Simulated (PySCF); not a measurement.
## Electronic absorption of C3H8O3SSi

Compound: C₃H₈O₃SSi.
Geometry (GFN2-xTB, Å), atoms numbered from 1 in this order:
```
atom  x, y, z in Å
C1     2.7821    0.1610   -0.6916
C2     1.5107    0.0206    0.0905
O3     1.4345   -0.3672    1.2286
O4     0.4405    0.3763   -0.6072
Si5   -1.0988    0.3582    0.0421
C6    -1.8192   -1.3833   -0.1645
O7    -1.1123    0.8941    1.5711
S8    -2.1007    1.8514   -1.1146
H9     2.7500   -0.5124   -1.5457
H10    2.8594    1.1773   -1.0708
H11    3.6357   -0.0753   -0.0639
H12   -2.8275   -1.4369    0.2341
H13   -1.8637   -1.6755   -1.2098
H14   -1.2144   -2.1184    0.3605
H15   -0.4279    0.5743    2.1629
H16   -2.9559    2.1647   -0.1560
```

Method: TDDFT CAM-B3LYP/def2-SVPD, vertical, gas phase, core orbitals frozen in the response in PySCF 2.14.0, density-fitted response routines.

Q: List the vertical singlet excitations with oscillator strengths and describe the spectrum.

A: 

```tsv
state	E (eV)	E (hartree)	f	main configurations (H = HOMO, L = LUMO)
S1	5.91	0.2173	0.0010	H-1→L+1 (37%), H-2→L+1 (27%), H-1→L (15%)
S2	6.29	0.2312	0.0098	H→L+3 (36%), H→L+1 (19%), H→L (12%)
S3	6.74	0.2477	0.064	H→L (53%), H→L+2 (15%), H→L+4 (15%)
S4	7.39	0.2714	0.017	H→L+1 (35%), H→L+4 (18%), H→L (17%)
S5	7.60	0.2794	0.0094	H→L+1 (39%), H→L+3 (16%), H→L+2 (13%)
S6	7.86	0.2889	0.014	H-1→L+1 (31%), H-2→L (20%), H-2→L+1 (13%)
S7	7.90	0.2904	0.020	H→L+2 (23%), H→L+5 (16%), H→L+3 (14%)
S8	7.92	0.2910	0.110	H-1→L (62%)
```

Triplets (Tamm–Dancoff): T1 5.42 eV, H-1→L+1 (36%), H-2→L+1 (27%), H-1→L (14%); T2 5.85 eV, H→L+3 (36%), H→L+1 (16%), H→L (11%); T3 6.29 eV, H-3→L+1 (33%), H-3→L (12%), H-4→L+1 (10%).

The lowest singlet lies at 5.91 eV (210 nm, ultraviolet) and is very weak; its leading configuration is HOMO-1→LUMO+1 (37%). The most intense listed level is S8 at 7.92 eV (157 nm, f = 0.110), 2.01 eV above S1. It is the last of those listed, so stronger ones may follow. Löwdin shares by element: HOMO sulfur 78%, silicon 8%, hydrogen 7% or more; LUMO sulfur 18%, silicon 14%, carbon 14% or more, oxygen 10% or more (atoms not listed hold the other 43%). The listed states span 2.01 eV, and the widest gap between neighbours is 0.64 eV (S3 to S4). The oscillator strengths of these states sum to 0.245; summed over the whole spectrum of an exact calculation they would give the number of electrons, 80 (Thomas–Reiche–Kuhn). Orbital energies (eV): HOMO-3 -11.22, HOMO-2 -10.12, HOMO-1 -9.95, HOMO -8.81, LUMO 0.75, LUMO+1 0.84, LUMO+2 1.36. The window holds the lowest 8 singlets.

One conformer stands for the species.
